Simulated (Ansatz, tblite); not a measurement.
Removing and adding an electron: the cluster Si₂Se₄. Charge 0, multiplicity 1. Geometry: PBE0-D4/def2-SVP. Ansatz, gas phase; energy differences of separate SCF runs; the oxidised species was run as a doublet alone; the reduced species was run as a doublet alone.

```xyz
6

Si    1.460   -0.131   -0.008
Si   -1.460    0.131    0.007
Se   -0.157   -1.728   -0.114
Se    3.521   -0.320   -0.020
Se    0.157    1.728    0.115
Se   -3.521    0.321    0.020
```

The xTB rows come from tblite. The structure comes from a short search, and lower isomers may exist.

```csv
level,−HOMO (eV),vertical IE (eV),−LUMO (eV),vertical EA (eV),HOMO–LUMO gap (eV),IE − EA (eV),remarks
GFN1-xTB,9.89,12.45,5.97,3.92,3.92,8.53,–
GFN2-xTB,10.93,12.87,8.62,6.87,2.31,6.00,–
PBE-D4/def2-SVP,6.00,–,3.46,1.29,2.54,–,HOMO above zero (-1 doublet)
PBE-D4/def2-TZVP,6.08,8.35,3.50,–,2.59,–,–
r2SCAN-D4/def2-TZVP,6.36,8.54,3.47,–,2.90,–,–
PBE0-D4/def2-SVP,7.11,–,2.89,1.40,4.22,–,HOMO above zero (-1 doublet)
PBE0-D4/def2-TZVP,7.14,8.70,2.87,–,4.28,–,–
```

   A HOMO above zero means that the electron is unbound at that level or that self-interaction error raises the level; the energy of removing that electron tells which. Raw xTB energy differences between charge states are shifted by several eV; the methods need an empirical correction for them. Sets without diffuse functions give affinities that are too small.
